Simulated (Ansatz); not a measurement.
Relaxation of BFH₇NSi₂ (12 atoms, charge 0, multiplicity 1), to a largest force component of 0.02 eV/Å in at most 50 steps.

Computed with RHF/cc-pVDZ in Ansatz.

```xyz
12
Properties=species:S:1:pos:R:3:forces:R:3
B -0.971 1.166 1.437 -2.33 1.99 0.10
Si -0.825 0.950 -0.487 -0.13 1.08 -0.25
Si 0.832 -0.458 -0.885 2.66 -1.44 0.94
N 0.590 -2.018 -0.091 -1.27 2.33 2.14
F 2.291 0.176 -0.255 -1.38 -0.34 -0.72
H -0.299 0.666 2.173 1.48 -1.15 1.80
H -1.836 1.929 1.844 0.39 -0.37 0.07
H -2.026 0.410 -1.044 -1.15 -0.43 -0.56
H -0.531 2.262 -1.086 0.04 0.37 -0.24
H 1.019 -0.656 -2.296 0.44 -0.30 -0.91
H 1.336 -2.640 -0.234 0.97 -0.98 -0.06
H 0.496 -1.843 0.958 0.26 -0.75 -2.31
```

Where does it end, and by what steps?

It converged. The force dipped under the threshold on the way, but the program's further checks kept it going. After 29 steps the energy has fallen by 0.771 eV; H7 moved furthest, 1.22 Å.

```json
{"step": "0", "energy less start (eV)": "0.0000", "largest force component (eV/Å)": "2.662", "accepted": "yes"}
{"step": "2", "energy less start (eV)": "-0.6037", "largest force component (eV/Å)": "1.123", "accepted": "yes"}
{"step": "4", "energy less start (eV)": "-0.7256", "largest force component (eV/Å)": "0.487", "accepted": "yes"}
{"step": "6", "energy less start (eV)": "-0.7498", "largest force component (eV/Å)": "0.067", "accepted": "yes"}
{"step": "8", "energy less start (eV)": "-0.7550", "largest force component (eV/Å)": "0.031", "accepted": "yes"}
{"step": "10", "energy less start (eV)": "-0.7432", "largest force component (eV/Å)": "0.504", "accepted": "no"}
{"step": "12", "energy less start (eV)": "-0.7627", "largest force component (eV/Å)": "0.062", "accepted": "yes"}
{"step": "14", "energy less start (eV)": "-0.7654", "largest force component (eV/Å)": "0.158", "accepted": "yes"}
{"step": "16", "energy less start (eV)": "-0.7680", "largest force component (eV/Å)": "0.072", "accepted": "yes"}
{"step": "18", "energy less start (eV)": "-0.7688", "largest force component (eV/Å)": "0.091", "accepted": "yes"}
{"step": "20", "energy less start (eV)": "-0.7693", "largest force component (eV/Å)": "0.026", "accepted": "yes"}
{"step": "22", "energy less start (eV)": "-0.7697", "largest force component (eV/Å)": "0.021", "accepted": "yes"}
{"step": "24", "energy less start (eV)": "-0.7700", "largest force component (eV/Å)": "0.040", "accepted": "yes"}
{"step": "26", "energy less start (eV)": "-0.7701", "largest force component (eV/Å)": "0.060", "accepted": "yes"}
{"step": "28", "energy less start (eV)": "-0.7705", "largest force component (eV/Å)": "0.032", "accepted": "yes"}
{"step": "29", "energy less start (eV)": "-0.7705", "largest force component (eV/Å)": "0.016", "accepted": "yes"}
```

```xyz
12
Properties=species:S:1:pos:R:3
B -1.027 1.353 1.527
Si -0.961 0.895 -0.462
Si 0.963 -0.432 -0.852
N 0.773 -2.006 -0.181
F 2.215 0.397 -0.162
H -1.337 0.514 2.328
H -0.729 2.438 1.940
H -2.159 0.106 -0.873
H -0.879 2.104 -1.331
H 1.350 -0.592 -2.272
H 1.459 -2.712 -0.375
H 0.409 -2.120 0.747
```

Whether the end is a true minimum wasn't checked by a vibrational analysis.

The run took 64 s on 2 threads of Intel(R) Xeon(R) CPU @ 2.60GHz (Ice Lake), on a shared host, peak memory 0.28 GiB.
